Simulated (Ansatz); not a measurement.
Reaction (isomerisation): `C/C=C(\C)[SiH3]` → `C/C=C\C[SiH3]`

Program: Ansatz. Geometries: PBE0-D4/def2-TZVP. ΔE: electronic, gas phase. CCSD(T)/CBS adds triple-zeta CCSD(T) − MP2 to the extrapolated MP2 energy (def2 sets, frozen cores). Double bonds are as drawn, so ΔE can hold a change between cis and trans. Functionals use def2-TZVPP. B3LYP here is the variant with VWN-RPA as its local correlation; programs differ in this. Each species was taken in one conformer, which may not be the lowest.

`C/C=C(\C)[SiH3]`:

Z-matrix (Å, degrees):
```
C
C 1 1.491
H 1 1.089 2 113.4
H 1 1.095 2 110.4 3 121.3
H 1 1.095 2 110.4 3 -121.3
C 2 1.338 1 128.1 3 -0.2
H 2 1.089 1 114.2 3 179.8
Si 6 1.864 2 118.2 1 180.0
C 6 1.500 2 124.8 1 0.1
H 8 1.491 6 110.9 2 121.0
H 8 1.487 6 109.9 2 0.2
H 8 1.491 6 110.9 2 -120.6
H 9 1.095 6 110.7 2 -121.0
H 9 1.095 6 110.8 2 121.3
H 9 1.091 6 113.3 2 0.1
```

`C/C=C\C[SiH3]`:

Z-matrix (Å, degrees):
```
C
C 1 1.490
H 1 1.095 2 110.9
H 1 1.095 2 110.7 3 118.1
H 1 1.090 2 112.8 3 -121.3
C 2 1.332 1 127.0 3 123.1
H 2 1.087 1 115.7 3 -56.9
C 6 1.492 2 127.1 1 1.4
H 6 1.087 2 117.5 1 178.9
Si 8 1.885 6 110.4 2 95.7
H 8 1.094 6 110.6 2 -144.6
H 8 1.093 6 112.3 2 -25.1
H 10 1.488 8 110.0 6 55.3
H 10 1.490 8 111.0 6 175.5
H 10 1.487 8 109.7 6 -64.2
```

| level | ΔE (kJ/mol) | difference from CCSD(T)/CBS |
| --- | --- | --- |
| PBE-D4 | 2.3 | 0.7 |
| r2SCAN-D4 | 1.7 | 0.1 |
| B3LYP-D4 | 2.0 | 0.4 |
| ωB97M-V | 1.0 | -0.6 |
| B2PLYP | 2.1 | 0.5 |
| PBE | 2.1 | 0.5 |
| PBE0 | 1.5 | -0.1 |
| B3LYP | 1.7 | 0.1 |
| HF/def2-TZVPP | 1.0 | -0.6 |
| MP2/def2-TZVPP | 2.1 | 0.5 |
| CCSD/def2-TZVPP | 1.0 | -0.6 |
| HF/def2-QZVPP | 1.0 | -0.6 |
| MP2/def2-QZVPP | 2.0 | 0.4 |
| SCS-MP2/def2-QZVPP | 2.0 | 0.4 |
| HF/CBS(def2) | 1.0 | -0.6 |
| MP2/CBS(def2) | 1.9 | 0.3 |
| CCSD(T)/CBS | 1.6 | 0 |

Largest T1 diagnostic among the species: 0.011.

CCSD(T)/CBS has its own doubt, a few kJ/mol and more with outer-core shells, so smaller differences from it don't rank the levels.
